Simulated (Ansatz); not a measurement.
Basis-set extrapolation for CH$_{7}$BOSi (`COB[SiH3]`) (PBE0-D4/def2-TZVP geometry, frozen core, Ansatz). Multiplicity 1, RHF reference.

```
                      def2-TZVPP   def2-QZVPP
                 HF  -430.505080  -430.521026
    MP2 correlation    -0.640517    -0.686094
CCSD(T) correlation    -0.715491      not run
```

Energies in hartree. Use E(X) = E(∞) + A·exp(−7.88·√X) for Hartree–Fock and E(X) = E(∞) + B·X^(−2.97) for correlation, with X = 3 and 4, and add CCSD(T) minus MP2 of the smaller set to the MP2 limit.

What is the CCSD(T) energy at the basis-set limit?

HF limit: -430.521026 + (-0.015946) × 0.13774 = -430.52322. MP2 limit: -0.686094 + (-0.045577) × 0.74074 = -0.71985. Higher-order term: -0.715491 − (-0.640517) = -0.07497. Total: -431.31804 hartree, 255.9 kJ/mol below CCSD(T)/def2-TZVPP.
